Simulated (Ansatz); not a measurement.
SiBiH5⁻, that is BiH2(SiH3) with one electron more. The state is a doublet with charge -1. Geometry PBE-D4/def2-TZVP, that of the neutral singlet; atoms count from 1.

| atom | x (Å) | y (Å) | z (Å) |
| --- | --- | --- | --- |
| Bi1 | -1.307 | -0.632 | 1.067 |
| H2 | -2.057 | 0.943 | 0.595 |
| H3 | -1.850 | -1.355 | -0.498 |
| Si4 | 0.965 | 0.152 | -0.132 |
| H5 | 0.726 | 0.714 | -1.496 |
| H6 | 1.893 | -1.017 | -0.247 |
| H7 | 1.631 | 1.195 | 0.710 |

In the def2 sets Bi takes a core potential; there is no spin–orbit coupling. The highest occupied level of the charge -1 doublet lies above zero (up to 1.70 eV). By energy differences it is unbound by 0.50 eV (vertical, against the charge 0 singlet, at PBE0-D4/def2-TZVPD) and held by the finite basis.

Q: Estimate the Mulliken populations from the PBE0/def2-TZVPD orbitals of Ansatz.

A: 
```csv
atom,charge (e),spin (α − β)
Bi1,-0.56,0.68
H2,-0.04,0.00
H3,-0.04,0.00
Si4,-0.15,0.15
H5,-0.07,0.06
H6,-0.07,0.05
H7,-0.07,0.05
```
Mulliken values depend strongly on the basis. With diffuse functions, as here, like atoms can get unlike values, and bond orders can come out too low or too high.

Q: Where does the spin sit?

A: Summed by element: Bi 0.68, H 0.17, Si 0.15, of 1 unpaired in all. Largest on single atoms: Bi1 0.68, Si4 0.15, H5 0.06.

Q: And the Mayer bond orders between heavy atoms (over 0.3)?

A: Bi1–Si4 1.69 (2.69 Å).
